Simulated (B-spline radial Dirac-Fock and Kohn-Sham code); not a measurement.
## Binding energies of W³⁶⁺ at several levels of theory

System: tungsten as W³⁶⁺, configuration [Kr] 4d2.

The density-functional columns are spherical, spin-unpolarised Dirac-Kohn-Sham results without Breit or QED terms: −ε is minus the orbital energy of the initial state and ΔSCF the difference of two total energies. The reference in the last column comes from Dirac-Fock (average of configuration) total-energy differences with a finite nucleus, the Breit interaction including its frequency dependence, and self-energy and vacuum-polarisation corrections. All numbers are from a radial atomic solver, in eV; a selection of levels is shown. The Kohn-Sham columns are given as differences from the reference. For the 1s level of heavy atoms much of the gap between ΔSCF and the reference is the Breit and QED part, -350.7 eV here; for other levels the error of the functional can be larger.

| level | LDA −ε − DF | LDA ΔSCF − DF | Dirac-Fock |
| --- | --- | --- | --- |
| 1s | -245.7 | +337.1 | 71084.9 |
| 2s | -186.8 | -57.5 | 13674.1 |
| 2p1/2 | -139.5 | +19.3 | 13111.3 |
| 2p3/2 | -153.1 | -12.8 | 11773.3 |
| 3s | -106.2 | -52.4 | 4346.3 |
| 3p1/2 | -87.9 | -31.4 | 4101.0 |
| 3p3/2 | -86.2 | -33.3 | 3800.2 |
| 3d3/2 | -60.9 | -0.7 | 3396.2 |
| 3d5/2 | -62.2 | -3.3 | 3332.0 |
| 4s | -41.7 | -13.7 | 1926.6 |
| 4p1/2 | -26.3 | +2.0 | 1814.2 |
| 4p3/2 | -27.2 | -0.4 | 1723.4 |
| 4d | -24.2 | +3.2 | 1551.4 |

Values without a named source are computed, but for edge energies of neutral atoms, which are taken from tables.
